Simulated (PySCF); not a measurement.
This PySCF input asks for the NMR shieldings of `C1=CC=C(CSC)O1`, C6H8OS; the geometry comes from PBE0-D3(BJ)/def2-TZVP.

```python
import basis_set_exchange as bse
import numpy as np
from pyscf import gto, dft
from pyscf.prop import nmr

atoms = """
C     2.190579    1.071694   -0.037417
S     2.135301   -0.368749   -1.106918
C     0.885633   -1.354871   -0.230862
C    -0.415809   -0.677920   -0.053589
C    -1.444834   -0.379494   -0.887253
C    -2.405394    0.329538   -0.108484
C    -1.888380    0.411730    1.139672
O    -0.679797   -0.193205    1.188313
H     2.938869    1.744789   -0.456437
H     1.226791    1.582027   -0.017561
H     2.486622    0.800370    0.977401
H     0.772650   -2.256650   -0.834977
H     1.275646   -1.650787    0.745304
H    -1.502666   -0.627528   -1.935037
H    -3.355366    0.721061   -0.435278
H    -2.240081    0.842704    2.061928
"""
names = dict.fromkeys(["C", "S", "O", "H"], "pcSseg-2")
basis = {el: gto.basis.parse(bse.get_basis(n, elements=[el], fmt="nwchem")) for el, n in names.items()}
mol = gto.M(atom=atoms, basis=basis, charge=0, verbose=0)
mf = dft.RKS(mol, xc="GGA_XC_KT3")
mf.grids.level = 2
mf.grids.alignment = dft.numint.BLKSIZE   # the property module wants whole blocks of grid points
mf.conv_tol = 1e-9
mf.kernel()

calc = nmr.RKS(mf)   # GIAO
sigma = calc.kernel()   # uncoupled for a functional without exact exchange
for i, s in enumerate(sigma):   # ppm
    print("%2d %-2s %9.2f" % (i, mol.atom_pure_symbol(i), np.trace(s) / 3))
```

**Question.** What are the results?

**Answer.** 
```
 0 C     163.16
 1 S     480.43
 2 C     146.35
 3 C      28.45
 4 C      77.15
 5 C      72.80
 6 C      45.23
 7 O      20.21
 8 H      29.83
 9 H      29.90
10 H      29.51
11 H      27.87
12 H      27.66
13 H      25.17
14 H      25.07
15 H      24.23
```

These numbers come from an equivalent density-fitted implementation of the same equations, which agrees with the script to about 0.01 ppm for H and up to a few tenths of a ppm for heavy atoms, so last digits may differ.

**Question.** Turn these shieldings into chemical shifts. δ = σ(ref) − σ, references computed at the same level: ¹³C (σ = 183.24 ppm), ¹H (σ = 31.63 ppm) against TMS; ³³S (σ = 535.12 ppm) vs CS2; ¹⁷O (σ = 325.30 ppm) against H2O.

**Answer.** Averaging equivalent atoms: C 3: 154.8; C 6: 138.0; C 5: 110.4; C 4: 106.1; C 2: 36.9; C 0: 20.1; S 1: 55; O 7: 305.1; H 15: 7.40; H 14: 6.56; H 13: 6.46; H 11/12: 3.87; H 8/9/10: 1.89 ppm. Unscaled 17O shifts of doubly bonded oxygen tend to come out too high, by tens of ppm or more. Experimental scales use liquid or dissolved standards, which lie at an offset from isolated H2O (liquid H2O: subtract about 36 ppm).

Size and cost of the density-fitted run: 407 basis functions, 4.9 min wall time (7.1 min CPU) on 2 threads of an Intel Xeon, shared host; peak memory 1.9 GiB.
